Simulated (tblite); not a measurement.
Species: C₄H₁₂O₂SSi₂.
Bonds: C1–C2, C2–C3, C2–O4, O4–C5, C5–O6 (double), C5–Si7, Si7–S8, S8–Si9. Hydrogens: H10, H11, H12 on C1; H13 on C2; H14, H15, H16 on C3; H17, H18 on Si7; H19, H20, H21 on Si9.

Structure optimised with GFN2-xTB, isolated species.

(1) What internal coordinates does the optimisation give?

Results:

(1) 
```
                   bond  length (Å)   order
           C1–C2, C2–C3       1.522  single
                  C2–O4       1.447  single
                  O4–C5       1.317  single
                  C5=O6       1.216  double
                 C5–Si7       1.911  single
                 Si7–S8       2.105  single
                 S8–Si9       2.200  single
C1–H10 and 5 like bonds       1.087  single
                 C2–H13       1.098  single
       Si7–H17, Si7–H18       1.457  single
       Si9–H19, Si9–H20       1.451  single
                Si9–H21       1.464  single
```

Bonds in one row agree within 0.01 Å and their mean is given. Orders are formal, as drawn. A selection of angles:
```
      angle  degrees
  C2–C1–H10    109.8
 H10–C1–H11    108.9
   C1–C2–C3    112.3
   C1–C2–O4    107.0
  C1–C2–H13    110.9
   C3–C2–O4    109.5
  C3–C2–H13    109.6
  O4–C2–H13    107.4
   C2–O4–C5    118.7
   O4–C5–O6    124.0
  O4–C5–Si7    111.5
  O6–C5–Si7    124.5
  C5–Si7–S8    105.3
 C5–Si7–H17    107.2
 S8–Si7–H17    112.3
H17–Si7–H18    112.5
 Si7–S8–Si9    107.7
 S8–Si9–H19    109.2
 S8–Si9–H21     96.6
H19–Si9–H20    122.2
H19–Si9–H21    108.3
H20–Si9–H21    108.5
```

Torsions: C1–C2–O4–C5 -157° (antiperiplanar); C2–O4–C5–O6 1° (synperiplanar); O4–C5–Si7–S8 175° (antiperiplanar); C5–Si7–S8–Si9 7° (synperiplanar). The mirror-image conformer, all signs reversed, is as good.

The C–O distances run from 1.216 Å (C5=O6, drawn double) to 1.447 Å (C2–O4, drawn single), a spread of 0.231 Å. Of the pairs four or more bonds apart, O6···Si9 is among the closest relative to their van der Waals radii: 2.60 Å, 72 % of the sum of Bondi's values. Si7 (SiH2 silicon) is distorted tetrahedral (angles from 105.3° to 112.5°). Si9 (SiH3 silicon) has angles from 96.6° to 122.2°. The 2 S–Si bonds span 2.105 Å (Si7–S8, drawn single) to 2.200 Å (S8–Si9, drawn single), a spread of 0.095 Å. O4 (oxygen singly bound to a carbonyl carbon) is bent (angle 118.7°).

Point group: C1 (no symmetry element, even within 0.4 Å). Its GFN2-xTB frequencies are all real (lowest 20 cm⁻¹). The numbers are those of one conformer. 3 starts were optimised and ended at 0.00, 0.01 and 3.62 kcal/mol (GFN2-xTB); the lowest of these is shown.

Time: 3.5 s wall. Hardware: Arm Neoverse N1, one thread, no GPU (shared host). This is the geometry optimisation.

All values are computed, not measured.
